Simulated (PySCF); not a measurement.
Isomers C7H14N2:

A. `C=C/C(CC(C)C)=N/N`
B. `CC/C(C)=N\NC1CC1`
C. `InChI=1S/C7H14N2/c1-5-8-9-6-7(2,3)4/h5-6H,1-4H3/b8-5-,9-6+`

Spectrum 1. 1H NMR (300 MHz, computed): δ 6.37 (q, 1H), 6.34 (s, 1H), 1.70 (d, 3H), 1.14 (s, 9H). 13C{1H} NMR (computed): δ 140.5 (CH), 127.9 (CH), 37.7 (C), 29.3 (CH3), 14.0 (CH3).

Spectrum 2. 1H NMR (300 MHz, computed): δ 6.73 (m, 1H), 5.43 (br s, 2H), 5.37 (m, 1H), 5.33 (m, 1H), 2.11 (d, 2H), 1.82 (m, 1H), 0.98 (d, 6H). 13C{1H} NMR (computed): δ 150.3 (CH), 146.9 (C), 116.4 (CH2), 32.8 (CH2), 27.0 (CH), 25.3 (CH3).

Spectrum 3. 1H NMR (300 MHz, computed): δ 3.79 (br s, 1H), 3.15 (m, 1H), 1.93 (s, 3H), 1.92 (q, 2H), 0.93 (t, 3H), 0.61 (m, 2H), 0.14 (m, 2H). 13C{1H} NMR (computed): δ 138.6 (C), 37.1 (CH), 27.2 (CH3), 24.2 (CH2), 12.1 (CH3), 6.3 (CH2).

PySCF calculation with geometry from GFN2-xTB and NMR shieldings at PBE0/pcSseg-1/GIAO; gas phase, fast rotation and ring inversion assumed for equivalent nuclei, single conformer, non-relativistic Hamiltonian.

References, each an isolated molecule treated in the same way: 1H (31.72 ppm) and 13C (186.93 ppm) against TMS. Where no couplings were computed, multiplicities follow the n + 1 count of equivalent neighbours, and m marks all less simple cases (inequivalent or close neighbours, rings, F or P nearby). Shifts are as computed. Against solution values, carbons near 30 ppm lie about +3 ppm off and those near 130 ppm about +5 ppm. Of 1211 compounds with measured shifts, 218 miss one by over three times the rms of a fit or turn the order of signals round; such compounds aren't used in these exercises. OH and NH positions are gas-phase values without hydrogen bonding to other molecules.

Q: Which spectrum belongs to which compound?

A: 1–C, 2–A, 3–B.

- Spectrum 1 (C): 5 13C signals; δC 37.7 is a quaternary sp3 carbon; δC 29.3 is a methyl carbon.
- Spectrum 2 (A): 6 13C signals; δC 150.3 is an alkene CH; δC 116.4 is a terminal =CH2 carbon.
- Spectrum 3 (B): 6 13C signals; δC 37.1 is a three-membered-ring carbon; δC 27.2 is a methyl carbon.
